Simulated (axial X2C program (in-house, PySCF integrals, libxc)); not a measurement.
Results of a calculation; reference values are marked as such.
## WSi: input and output

Program: an in-house relativistic program for diatomic molecules.

Input:
```json
{"zs": [74, 14], "q": 0, "bas": ["dyall-v3z", "dyall-v3z"], "levels": ["PBE0", "HF", "r2SCAN", "B97-3"], "cc": false, "r0": 2.53, "npts": 10, "nst": 2, "ntry": 6}
```
```bash
python so2c.py task.json out
```

Keys: zs atomic numbers; q charge; bas basis sets; levels methods; cc coupled cluster on or off; r0 starting distance in Å; npts points on the curve; nst determinants followed; ntry starts of the search. HF also brings MP2.

Output of the PBE0 step, two-component, at R = 2.318 Å for the state Ω = 3. It starts from the PBE0 orbitals of the search at 2.318 Å.

```
two-component X2C + atomic mean field  PBE0
basis functions 213  fitting functions 1191  grid points 5081
iter        total energy     max residual
   1     -16432.159320041     8.22e-06
   2     -16432.159320043     9.18e-06
   3     -16432.159320045     5.35e-06
   4     -16432.159320047     2.65e-06
converged
one-electron -23010.02925789  Coulomb 6704.72586482  exact exchange -85.92123353  xc functional -263.39963159  nuclear repulsion 236.50888288  atomic mean-field constant -14.04394473
```
Energies are in hartree; totals compare only within one Hamiltonian and basis. The determinant is spin-polarised beyond a pure state at some levels (its spin-free form has ⟨S²⟩ too high), which makes Re and μ there less reliable.
